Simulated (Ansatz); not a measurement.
Born–Oppenheimer molecular dynamics of BFH3OSi (7 atoms, charge 0, multiplicity 2). It starts from a relaxed structure.

These are results of UKS PBE/STO-3G (Ansatz), not measurements.

```yaml
ensemble: NVT, Langevin thermostat
time_step: 1 fs
steps_asked: 400
set_temperature: 1500 K
friction: 0.005 /fs
seed: 182985
```

First frame:

```xyz
7
Properties=species:S:1:pos:R:3
F 0.999 -2.135 1.731
B 0.665 -1.402 0.665
O 0.069 -0.173 0.898
Si -0.326 0.707 -0.548
H -1.268 -0.030 -1.382
H -0.947 1.941 -0.090
H 0.870 1.024 -1.321
```

Task: How far do the bonds stretch over the last three quarters of this one trajectory? (Pairs bonded in most of those frames.)

Result: 
| bond | mean (Å) | spread (Å) | shortest | longest |
| --- | --- | --- | --- | --- |
| F1–B2 | 1.349 | 0.058 | 1.25 | 1.48 |
| B2–O3 | 1.400 | 0.050 | 1.27 | 1.52 |
| O3–Si4 | 1.768 | 0.070 | 1.63 | 1.89 |
| Si4–H5 | 1.464 | 0.025 | 1.41 | 1.54 |
| Si4–H6 | 1.464 | 0.035 | 1.38 | 1.55 |
| Si4–H7 | 1.467 | 0.034 | 1.39 | 1.55 |

Pairs bonded in part of these frames only: B2–Si4 20 %.

Mean temperature of the second half: 998 K. The mean temperature of the second half is 33 % below the set value. A run of 0.4 ps of so small a system gives no equilibrium averages. Limits of this set-up: minimal basis.

The run took 5.1 min on 1 thread of AMD EPYC 9R45 96-Core Processor (Zen 5) (shared host), peak memory 0.12 GiB.
